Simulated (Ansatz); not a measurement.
`BB(C)OC` + `[CH2]1[NH][GeH2]1` → `C[N]1[CH2][GeH2]1` + `BB(C)O`  (substitution at a C–O bond)

Computed with Ansatz on PBE0-D4/def2-TZVP structures; ΔE is electronic, products minus reactants. CCSD(T)/CBS is the MP2 limit (def2-TZVPP, def2-QZVPP) plus CCSD(T) − MP2 in def2-TZVPP, frozen cores. Functionals use def2-TZVPP. B3LYP here is the variant with VWN-RPA as its local correlation; programs differ in this. For Ge outer-core shells are correlated without core-valence functions, which leaves a few kJ/mol of doubt a bond. Scalar relativity is left out up to krypton. One conformer a species, not always the lowest.

| level | ΔE (kJ/mol) | difference from CCSD(T)/CBS |
| --- | --- | --- |
| PBE-D4 | -23.2 | 0.8 |
| r2SCAN-D4 | -21.7 | 2.3 |
| PBE0-D4 | -23.4 | 0.6 |
| B3LYP-D4 | -20.9 | 3.1 |
| ωB97X-V | -20.5 | 3.5 |
| ωB97M-V | -21.3 | 2.7 |
| B2PLYP | -21.8 | 2.2 |
| PBE | -22.0 | 2.0 |
| r2SCAN | -21.6 | 2.4 |
| PBE0 | -22.4 | 1.6 |
| B3LYP | -18.8 | 5.2 |
| HF/def2-TZVPP | -16.4 | 7.6 |
| MP2/def2-TZVPP | -28.8 | -4.8 |
| SCS-MP2/def2-TZVPP | -24.5 | -0.5 |
| CCSD/def2-TZVPP | -21.9 | 2.1 |
| CCSD(T)/def2-TZVPP | -22.6 | 1.4 |
| HF/def2-QZVPP | -16.0 | 8.0 |
| MP2/def2-QZVPP | -29.5 | -5.5 |
| SCS-MP2/def2-QZVPP | -25.2 | -1.2 |
| HF/CBS(def2) | -15.9 | 8.1 |
| MP2/CBS(def2) | -30.2 | -6.2 |
| CCSD/CBS(def2) | -23.4 | 0.6 |
| CCSD(T)/CBS | -24.0 | 0 |

Largest T1 diagnostic among the species: 0.013.

In def2-TZVPP, CCSD(T) changes the Hartree–Fock value by −6.2 kJ/mol (the triples alone add −0.6 kJ/mol) and MP2 by −12.4 kJ/mol.
